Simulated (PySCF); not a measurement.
C₄H₄ClN₂S (charge -1).
Bonds: S1–C2, C2–C3, C3–C4 (aromatic), C4–N5 (aromatic), N5–N6 (aromatic), N6–C7 (aromatic), C7–Cl8, C3–C7 (aromatic). Hydrogens: H9 on S1; H10, H11 on C2; H12 on C4.

Definitions: NICS(0) = −σiso at the ring centroid; NICS(1) = −σiso and NICS(1)zz = −σzz at ±1 Å along the ring normal z. Level: GIAO PBE0/pcSseg-1 (PySCF, non-relativistic, gas phase) on the GFN2-xTB geometry, one conformer.

Ring bond lengths (Å), with Mayer bond orders in brackets: C3–C4 1.399 (1.38), C4–N5 1.329 (1.51), N5–N6 1.340 (1.29), N6–C7 1.321 (1.50), C7–C3 1.400 (1.30).

Task: What do the NICS probes read (ppm)?

Result: 
```csv
ring,type,NICS(0),"NICS(1), two faces","NICS(1)zz, two faces",rms pucker (Å),"centre to ring atoms, mean (Å)"
C3–C4–N5–N6–C7,5-membered ring with 2 N; formal bonds all aromatic,-12.2,-11.8 / -12.1,-29.0 / -30.2,0.00,1.15
```

Task: What do they say, and how far can they be read as aromaticity?

Result: 
- C3–C4–N5–N6–C7: mean NICS(1)zz -29.6 ppm, shielded. For a flat ring without four-coordinate atoms the NICS criterion counts such a value as aromatic.

Task: And the bond-length index? Use HOMA with the parameters of Krygowski (1993).

Result: 
- C3–C4–N5–N6–C7: HOMA 0.96; the largest term is that of N5–N6, α(R − Ropt)² = 0.12. The geometric and the magnetic index point the same way.

Task: At the first NICS(1) probe listed for ring C3–C4–N5–N6–C7, 1 Å off the ring, how large is the induced field along the normal in 9.4 T applied along it?

Result: NICSzz × B0 = -29.0 ppm × 9.4 T = -273 μT, against the applied field.

Time: 47 s wall (grids of density and orbitals included); peak memory 0.75 GiB. Hardware: one thread, Arm Neoverse N1 (aarch64), shared host with 64 logical CPUs at a one-minute load of 57. This is the whole shielding run at PBE0/pcSseg-1, SCF included.

Conformer computed: `[SH:1][CH2:2][c:3]1[cH:4][n-:5][n:6][c:7]1[Cl:8]`: S1–C2–C3–C4 -104°, H–S1–C2–C3 -51°.
